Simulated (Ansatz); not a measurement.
Job for Ansatz (an electronic-structure program): R-SVWN5/def2-TZVPP on BeAl+, 2S+1 = 1, a spin state set in the input, which need not be the lowest, a point of a bond scan (R = 2.808 Å). Charge +1.

Ansatz 0.2 input:
```yaml
crystal:
  periodic: [false, false, false]
  atoms:
    - {symbol: Be, position_ang: [0.00000000, 0.00000000, 0.00000000]}
    - {symbol: Al, position_ang: [0.00000000, 0.00000000, 2.80793700]}
basis:
  gaussian:
    orbitals: def2-TZVPP
    pivot_positions_ang: [[0.00000000, 0.00000000, 0.00000000], [0.00000000, 0.00000000, 2.80793700]]
hamiltonian:
  xc: {name: SVWN5}
total_charge: 1
output: {forces: true, orbitals: {seedname: ./end}}
```

It printed:

```
WARN ansatz: RAYON_NUM_THREADS=1 ignored (pool sized by the plan → 1); use --threads N
Functional definition: SVWN5
integrals: 0.01 GiB planned
410 factors; their error is unknown
mean field: 0.09 GiB planned
mean field evaluation 1: about -6953.7312 eV, gradient 9.7e0 eV
mean field evaluation 2: about -6952.5152 eV, gradient 1.5e1 eV
mean field evaluation 4: about -6954.4954 eV, gradient 8.9e-1 eV
mean field evaluation 8: about -6954.4944 eV, gradient 1.6e-2 eV
mean field -6954.49445122 eV, -255.5729571567 hartree, gradient 4.8e-5 eV, S^2 0.000000; 0 other end points of the search recorded, 0 dependent functions left out
the calculation of the forces begins
reference -6954.49448300 eV, -255.5729583247 hartree; 8, 8 occupied and 53, 53 virtual orbitals, 410 factors
Total energy: -6954.49448300 eV, -255.5729583247 hartree
Atom 0 at     0.000000     0.000000     0.000000 Å, force     0.000000    -0.000000     0.111729 eV/Å
Atom 1 at     0.000000     0.000000     2.807937 Å, force    -0.000000    -0.000000    -0.111729 eV/Å
Dipole moment:     0.000000     0.000000    -0.497176 e Å
```

The calculation finished and met its thresholds.

Cost: about 0.4 core-seconds (a rough figure).
